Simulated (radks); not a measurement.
Results of a calculation; reference values are marked as such.
Orbital eigenvalues (eV) of the cerium ion Ce2+, [Xe] 4f2, at several levels of relativity; Dirac values are averaged over j with weights 2j + 1. Spin-unpolarised spherical Kohn-Sham, PBE, point nucleus unless stated (finite: rms radius 4.8771 fm), a radial shooting solver on a logarithmic mesh with Libxc functionals. A level marked "c x" has the speed of light scaled by that factor and shares open shells by 2j + 1; other Dirac levels either fill j = l - 1/2 first or share by 2j + 1.

| shell | non-rel. | scalar-rel. | Dirac, low j first | Dirac, 2j+1 shares, finite nucleus | change of magnitude, last against first (%) |
|---|---|---|---|---|---|
| 1s | -38306 | -40278 | -40243 | -40238 | +5.04 |
| 2s | -5960.0 | -6454.0 | -6445.5 | -6445.1 | +8.14 |
| 2p | -5637.4 | -5780.7 | -5787.8 | -5788.0 | +2.67 |
| 3s | -1284.8 | -1393.4 | -1391.5 | -1391.5 | +8.31 |
| 3p | -1145.4 | -1179.3 | -1180.6 | -1180.8 | +3.09 |
| 3d | -885.76 | -875.36 | -873.91 | -874.08 | -1.32 |
| 4s | -262.06 | -286.46 | -285.99 | -286.08 | +9.16 |
| 4p | -210.14 | -216.76 | -217.04 | -217.14 | +3.34 |
| 4d | -119.20 | -116.55 | -116.29 | -116.38 | -2.36 |
| 5s | -46.324 | -50.031 | -49.939 | -49.970 | +7.87 |
| 5p | -32.662 | -33.229 | -33.263 | -33.290 | +1.92 |
| 4f | -15.449 | -12.948 | -12.875 | -12.941 | -16.23 |
